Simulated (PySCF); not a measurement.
C₄H₁₂O₂SSi₂.
SMILES with atom numbers: `[CH3:1][S:2][Si@@H:3]([OH:4])[O:5][C@H:6]1[SiH2:7][C@@H:8]1[CH3:9]`

Cartesian coordinates in Å at the GFN2-xTB level; atoms count from 1:
```
atom  x, y, z in Å
C1     4.0332   -0.8331   -0.3941
S2     2.2897   -1.1548    0.0162
Si3    1.5046    0.8298   -0.2392
O4     1.9991    1.4857   -1.6336
O5    -0.0993    0.7510   -0.2992
C6    -0.9788    0.1382    0.5947
Si7   -2.1893    1.2022    1.5892
C8    -2.4270    0.0407    0.1138
C9    -3.0983   -1.3088    0.2097
H10    4.0883   -0.2724   -1.3209
H11    4.5175   -1.7972   -0.5051
H12    4.4960   -0.2736    0.4123
H13    2.0555    1.6993    0.7860
H14    1.4739    1.3833   -2.4243
H15   -0.5592   -0.7691    1.0206
H16   -2.5543    0.7135    2.9056
H17   -2.1911    2.6287    1.3347
H18   -2.5721    0.5100   -0.8546
H19   -4.1690   -1.2210    0.0343
H20   -2.6839   -1.9928   -0.5309
H21   -2.9441   -1.7426    1.1950
```

Definitions: NICS(0) = −σiso at the ring centroid; NICS(1) = −σiso and NICS(1)zz = −σzz at ±1 Å along the ring normal z. Level: GIAO PBE0/pcSseg-1 (PySCF, non-relativistic, gas phase) on the GFN2-xTB geometry, one conformer.

Ring bond lengths (Å), with Mayer bond orders in brackets: C6–Si7 1.894 (0.92), Si7–C8 1.893 (0.92), C8–C6 1.529 (0.85).

Question: Give the NICS values of each ring in ppm.

Answer: 
```
     ring                                              type  NICS(0)  NICS(1), two faces  NICS(1)zz, two faces  rms pucker (Å)  centre to ring atoms, mean (Å)
C6–Si7–C8  3-membered ring with Si; formal bonds all single    -26.2         -6.6 / -9.2         -12.3 / -17.8            0.00                            1.02
```

Question: What can be read from them?

Answer: 
- C6–Si7–C8: mean NICS(1)zz -15.0 ppm, shielded. C6, Si7, C8 have four or more neighbours, and the NICS criterion for π rings isn't applied. The two faces differ by 5.5 ppm, so no symmetry operation interchanges them. NICS(0) lies 18 ppm below the mean NICS(1).

Question: What is the mean of the two in-plane components of NICS at the second NICS(1) probe listed for ring C6–Si7–C8, 1 Å off the ring?

Answer: The isotropic value is a third of the trace: (3 × -9.2 − (-17.8))/2 = -4.9 ppm.

Question: Give the inner angles of the rings and the Hirshfeld charges of the ring atoms.

Answer: 
- C6–Si7–C8: C6 66.1° (-0.041 e), Si7 47.6° (+0.284 e), C8 66.2° (-0.114 e); sum 180.0° against 180° for a flat convex ring.

Question: How shielded are the nuclei of the rings and their hydrogens (means over atoms taken as equivalent)?

Answer: 
```csv
atoms,environment,σ isotropic (ppm)
C6,sp3 carbon bound to oxygen,127.6
Si7,SiH2 silicon,481.1
C8,sp3 carbon bound to silicon,170.5
H15,methine hydrogen,28.15
H16,Si–H hydrogen,29.20
H17,Si–H hydrogen,28.79
H18,methine hydrogen,30.56
```

Hardware: an Arm Neoverse N1 with one thread, on a shared host. Cost: 85 s of wall time, 1.2 GiB resident at most. This is the whole shielding run at PBE0/pcSseg-1, SCF included.
